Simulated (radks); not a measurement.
Results of a calculation; reference values are marked as such.
Effect of the nuclear size on the gadolinium ion Gd+, [Xe] 4f7 5d1 6s1. Level of theory: Dirac Kohn-Sham, BLYP, spin-unpolarised, spherical densities, finite nucleus; open shells are shared between the two j in proportion to 2j + 1; Fermi nuclear charge, rms radius 5.1569 fm (a radial shooting solver on a logarithmic mesh with Libxc functionals). The rms radius is varied about that value; shifts are against it.

rms radius (fm)  total energy shift (eV)  density at nucleus (e/bohr^3)  1s1/2 shift (meV)  2s1/2 shift (meV)  5s1/2 shift (meV)  5p1/2 shift (meV)  6s1/2 shift (meV)  5d5/2 shift (meV)  6p1/2 (empty) shift (meV)
4.4298                             -5.54                      6.536e+05              -2280               -294              -2.36              0.188             -0.233              0.122                      0.049
4.8784                             -2.20                      6.377e+05               -905               -117             -0.937              0.074             -0.092              0.048                      0.019
5.1569                                 0                      6.287e+05              0.000              0.000              0.000              0.000              0.000              0.000                      0.000
5.523                               3.02                      6.178e+05               1250                161               1.29             -0.102              0.127             -0.066                     -0.027
6.0697                              7.83                      6.031e+05               3220                415               3.34             -0.265              0.329             -0.172                     -0.069

Slopes of the eigenvalues against <r^2> in GHz/fm^2, as finite differences over the two radii next to the reference (eigenvalue slopes, not the field-shift constants of lines): 1s1/2 77600, 2s1/2 9990, 5s1/2 80.3, 5p1/2 -6.38, 6s1/2 7.91, 5d5/2 -4.13, 6p1/2 (empty) -1.65.
